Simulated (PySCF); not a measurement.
Molecular orbitals of PPb⁺

LC-ωPBE at R = 2.623 Å; basis P def2-SVP, Pb def2-SVP with ECP60; scalar-relativistic core potentials; PySCF 2.14. State: ³Σ⁻ (triplet), unpaired electrons π ↑↑. Only the outer orbitals are listed, counted within each symmetry, core potentials removing the inner ones.

```csv
spin,orbital,occ.,ε (eV),on P (%),main shells (%)
α,7σ,1,-26.00,72,"68 P s, 24 Pb s"
α,8σ,1,-22.00,30,"69 Pb s, 27 P s"
α,4π,1,-15.17,89,"88 P p, 10 Pb p"
α,4π,1,-15.17,89,"88 P p, 10 Pb p"
α,9σ,1,-14.65,59,"55 P p, 35 Pb p"
α,5π,0,-6.47,10,"90 Pb p, 10 P p"
α,5π,0,-6.47,10,"90 Pb p, 10 P p"
α,10σ,0,-3.56,28,"69 Pb p, 30 P p"
β,7σ,1,-24.20,39,"57 Pb s, 35 P s"
β,8σ,1,-20.89,58,"56 P s, 37 Pb s"
β,9σ,1,-14.19,55,"51 P p, 41 Pb p"
β,4π,0,-7.05,22,"78 Pb p, 21 P p"
β,4π,0,-7.05,22,"78 Pb p, 21 P p"
β,5π,0,-4.59,76,"76 P p, 22 Pb p"
```

Task: Which are the highest filled and the lowest empty level, where do they sit, and how wide is the gap?

Result: Highest filled β 9σ at -14.19 eV (in %: 51 P p, 41 Pb p); lowest empty β 4π at -7.05 eV (in %: 78 Pb p, 21 P p); the gap at LC-ωPBE is 7.14 eV.

- bond order (Mayer): 1.36
- ⟨S²⟩: 2.009
- charge on P (Mulliken, basis-dependent): 0.08
- charge on P (Löwdin, basis-dependent): 0.18
- dipole moment (positive dipole points towards Pb; it is taken about the centre of mass and depends on that origin): 0.68 D

Spin–orbit coupling is left out, which matters for elements this heavy, above all for dissociation energies. The state was picked by a PBE0 search and need not be the measured ground state.
